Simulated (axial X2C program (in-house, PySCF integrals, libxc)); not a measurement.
SrP: cheaper levels and CCSD(T), two-component

Calculated with an axial X2C code built on PySCF integrals. Two-component (2c) means X2C with spin–orbit coupling and atomic mean-field two-electron Coulomb and Gaunt terms. Basis: Sr dyall-cv3z [13s12p8d5f1g], P dyall-v3z [8s7p2d1f] (cores contracted in-house); Gaussian nuclei, density fitting, unrestricted open shells. Masses: Sr 87.906 u, P 30.974 u.

State: Ω = 3/2 (⟨Sz⟩ = 0.50, ⟨Lz⟩ = 1.00 at HF); fragments Sr + P.

| level | Re (Å) | ωe (cm⁻¹) | De (eV) |
| --- | --- | --- | --- |
| PBE0 | 2.641 | 296.4 | 1.29 |
| HF | 2.830 | 247.8 | 0.230 |
| CCSD | 2.741 | 266.8 | 0.648 |
| r2SCAN0 | 2.662 | 283.1 | 1.21 |

Correlated methods: 15 electrons correlated (number of frozen shells: Sr 3 s, 2 p, 1 d; P 2 s, 1 p), 233 virtual spin orbitals or spinors in MP2, 90 natural virtuals in coupled cluster.

CCSD(T), same Hamiltonian and basis:

Re = 2.730 Å, ωe = 270.0 cm⁻¹, De = 0.67 eV; T1 = 0.036 (Lee–Taylor normalisation).

(1) Give the differences from CCSD(T) in the columns below.

De is counted from the lowest determinant-based energies of the atoms at the same level, without counterpoise correction. Density functionals use the spin component along the axis (collinear). Coupled cluster ran in a truncated set of natural virtual spinors; the MP2 energy of the rest was added. (T) has no such correction and the atoms are truncated less, which lowers De at CCSD(T) by a hundredth of an eV or more. Without a current term, density functionals place determinants with orbital angular momentum somewhat too high. The state is one determinant with fixed occupations, lowest in a PBE0 search at one distance only: followed along the bond, the spin-free determinant M_S = 3/2, Λ = 0 reaches 0.04 eV lower at PBE0, at Re = 2.910 Å, so the state shown is not the lowest. The determinant is spin-polarised beyond a pure state at some levels (its spin-free form has ⟨S²⟩ too high), which makes Re and μ there less reliable.

Results:

(1) 

```json
{"level": "PBE0", "ΔRe (Å)": "-0.089", "Δωe (cm⁻¹)": "26.4", "ΔDe (eV)": "0.62"}
{"level": "HF", "ΔRe (Å)": "0.100", "Δωe (cm⁻¹)": "-22.2", "ΔDe (eV)": "-0.44"}
{"level": "CCSD", "ΔRe (Å)": "0.011", "Δωe (cm⁻¹)": "-3.2", "ΔDe (eV)": "-0.02"}
{"level": "r2SCAN0", "ΔRe (Å)": "-0.068", "Δωe (cm⁻¹)": "13.1", "ΔDe (eV)": "0.54"}
```
